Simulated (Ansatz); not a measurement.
One change: `C[CH]([AlH2])CCl` becomes `C[CH]([AlH2])[AlH][SiH3]`.

Ansatz, PBE0-D4/def2-TZVP geometries, multiplicity 1. Each molecule was computed in one conformer, which needn't be the lowest.

```
                                        property  `C[CH]([AlH2])CCl`
            HOMO–LUMO gap (PBE0/def2-TZVPP) / eV                5.90
           LUMO energy (ωB97M-V/def2-TZVPP) / eV               -0.14
         HOMO–LUMO gap (ωB97M-V/def2-TZVPP) / eV                9.62
             HOMO–LUMO gap (PBE/def2-TZVPP) / eV                3.91
  size of the dipole moment (PBE/def2-TZVPP) / D                1.71
size of the dipole moment (B3LYP/def2-TZVPP) / D                1.79
```

Task: What does the change do to each property? (Best estimate.)

Result: Ansatz gave: 
```json
{"property": "HOMO–LUMO gap (PBE0/def2-TZVPP) / eV", "`C[CH]([AlH2])[AlH][SiH3]`": "5.03", "shift": "-0.87"}
{"property": "LUMO energy (ωB97M-V/def2-TZVPP) / eV", "`C[CH]([AlH2])[AlH][SiH3]`": "-0.46", "shift": "-0.32"}
{"property": "HOMO–LUMO gap (ωB97M-V/def2-TZVPP) / eV", "`C[CH]([AlH2])[AlH][SiH3]`": "8.66", "shift": "-0.96"}
{"property": "HOMO–LUMO gap (PBE/def2-TZVPP) / eV", "`C[CH]([AlH2])[AlH][SiH3]`": "3.22", "shift": "-0.69"}
{"property": "size of the dipole moment (PBE/def2-TZVPP) / D", "`C[CH]([AlH2])[AlH][SiH3]`": "1.17", "shift": "-0.54"}
{"property": "size of the dipole moment (B3LYP/def2-TZVPP) / D", "`C[CH]([AlH2])[AlH][SiH3]`": "1.14", "shift": "-0.65"}
```

With PBE0 the HOMO rises by 0.53 eV and the LUMO falls by 0.34 eV, so the gap narrows by about 0.87 eV. PBE moves the HOMO by 0.39 eV and ωB97M-V by 0.63 eV. Dipoles are sizes alone; their direction can turn.

B3LYP here is the variant with VWN-RPA as its local correlation; programs differ in this.
